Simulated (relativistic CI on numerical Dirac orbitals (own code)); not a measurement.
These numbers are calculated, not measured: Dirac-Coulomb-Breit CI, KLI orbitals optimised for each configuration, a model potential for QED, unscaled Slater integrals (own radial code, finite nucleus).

The strongest absorption lines from the ground level of an ion, among the configurations computed and to levels below about 337 eV (vacuum wavelength in Å, gf): 50.717 (2.5), 54.226 (5.1), 58.291 (0.83), 58.385 (4.3), 58.699 (3.6), 65.603 (0.48), 73.066 (0.39), 74.604 (0.7).

Q: Which ion is it?
A. Yb³⁴⁺
B. Ta³⁵⁺
C. Ho²⁹⁺
D. Yb³²⁺

A: D. Yb³²⁺ has 38 electrons and the ground level 4s2 4p6 4d2 3F_2; the strongest line goes to 4s2 4p5 4d3 3F°_2. The pattern of lines fixes the number of electrons, and along that sequence the line energies rise steadily with the charge (about as its square where n changes within one kind of shell, about linearly where n is kept but much faster in heavy ions where fine structure, which grows about as Z⁴, sets the gap, and irregularly where shells cross), which fixes Z. Configurations outside the model, such as inner-shell arrays, can give stronger lines. At this charge energies of transitions that change n are usually good to better than 1 %, and those within a shell (Δn = 0) to a few per cent. Terms inside the open d or f shell come out 10 to 20 % too wide with unscaled integrals.

LS names give the leading component of a level, which can be under half, so a name can repeat, a term be missing and a line seem to break the LS rules.
